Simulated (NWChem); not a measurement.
# C$_{4}$H$_{4}$OS; SMILES O=CSC=C=C

```xyz
10

C      1.0423     2.6445    -0.1694
C      0.0573     1.7938    -0.0490
C     -0.9348     0.9433     0.0676
S     -0.8845    -0.7174    -0.5510
C      0.6462    -1.2902     0.1765
O      1.0981    -2.3750    -0.0197
H      1.8378     2.7109     0.5803
H      1.0979     3.3212    -1.0294
H     -1.8644     1.2293     0.5726
H      1.1114    -0.5070     0.8255
```
Atoms are numbered in this order, from 1.

Level: PBE0/def2-SVP (NWChem), optimised geometry, unscaled harmonic frequencies. 

| frequency (cm⁻¹) | IR intensity (km/mol) |
|---|---|
| 60 | 1.2 |
| 127 | 2.6 |
| 196 | 8.3 |
| 252 | 1.0 |
| 341 | 9.8 |
| 435 | 2.9 |
| 535 | 3.4 |
| 558 | 10.9 |
| 770 | 13.6 |
| 796 | 125.7 |
| 863 | 21.1 |
| 884 | 52.5 |
| 938 | 2.5 |
| 984 | 0.6 |
| 1114 | 0.3 |
| 1271 | 8.4 |
| 1346 | 7.7 |
| 1439 | 6.6 |
| 1870 | 449.4 |
| 2075 | 35.3 |
| 2956 | 32.4 |
| 3150 | 0.4 |
| 3190 | 4.1 |
| 3244 | 1.2 |

```json
{
  "zero_point_energy": "42.0 kcal/mol",
  "thermal correction to the enthalpy at 298.15 K (with zero-point energy)": "46.9 kcal/mol",
  "heat capacity Cv": "22.7 cal/(mol K)",
  "entropy at 298.15 K and 1 atm (symmetry number 1)": "82.8 cal/(mol K)",
  "dipole_moment": "3.49 D"
}
```

Rigid rotor and harmonic oscillator; modes under 100 cm⁻¹ make the entropy uncertain.
